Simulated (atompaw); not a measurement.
**Plane-wave convergence, PAW (atompaw) potential for iodine**

* Element: iodine (I)
* Generator: atompaw 4.2.0.5
* Type: PAW
* Functional: LDA (PW92)
* Relativity: scalar-relativistic
* Frozen core: [Kr] 4d10
* Valence charge: 7
* Reference configuration: 5s2 5p5
* Partial waves: 5s (bound): rc 1.90 bohr; 5s channel at 1.2 Ry: rc 1.90 bohr; 5p (bound): rc 2.30 bohr; 5p channel at -0.05 Ry: rc 2.30 bohr; 5d channel at 0.15 Ry: rc 2.30 bohr; 5d channel at 1.15 Ry: rc 2.30 bohr
* Local potential: bessel scheme, radius 1.65 bohr
* Core correction: smooth core density matched at 2.00 bohr
* Augmentation charge: sinc compensation charge, radius 2.15 bohr; PAW radius 2.30 bohr; waves and projectors: custom rrkj gramschmidtortho

The pseudo-atom Hamiltonian at the reference potential is diagonalised in spherical Bessel functions j_l(qr) that vanish at 20 bohr, with q² up to the cutoff. All-electron valence levels (Ry): 5s -1.2974, 5p -0.5320.

Task: How do the lowest levels (Ry) of each channel move with the cutoff, and are there ghosts?

Result:

```csv
cutoff (Ry),s #1,s #2,p #1,p #2,d #1,f #1,Σ f·Δε (mRy)
8,-1.2944,-0.0360,-0.5274,0.0300,0.0625,0.1158,29.5
10,-1.2964,-0.0364,-0.5305,0.0299,0.0625,0.1158,10.1
12,-1.2970,-0.0367,-0.5316,0.0298,0.0625,0.1158,3.6
18,-1.2972,-0.0367,-0.5321,0.0298,0.0625,0.1158,0.9
21,-1.2973,-0.0367,-0.5321,0.0298,0.0625,0.1158,0.6
25,-1.2974,-0.0367,-0.5321,0.0298,0.0625,0.1158,0.4
400,-1.2975,-0.0367,-0.5321,0.0298,0.0625,0.1158,0.0
```

Result: no extra level below or beside the all-electron valence levels (s, p, d, f tested); 10 mRy is reached at 12 Ry and 1 mRy at 18 Ry.
